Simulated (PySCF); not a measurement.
Level of theory: PBE-D3(BJ)/def2-TZVP // PBE-D3(BJ)/def2-SVP run with PySCF. All species are isolated molecules in the gas phase. Excitations are Tamm–Dancoff values on a coarser integration grid. The basis has no diffuse functions, so Rydberg states are missing or too high.

Reference species (SMILES): `c12ccc([SiH3])c(C#N)c2scc1` (neutral, multiplicity 1).

```json
{
 "LUMO": "-2.88 eV",
 "S1–T1 gap (TDA)": "0.84 eV"
}
```

Changed species: `[SiH3]c1cccc2cc(C#N)sc12`.

Question: Give the shifts of the LUMO and S1–T1 gap (TDA).

Answer: the LUMO decreases by 0.10 eV, to -2.98 eV; the S1–T1 gap (TDA) increases by 0.18 eV, to 1.02 eV.
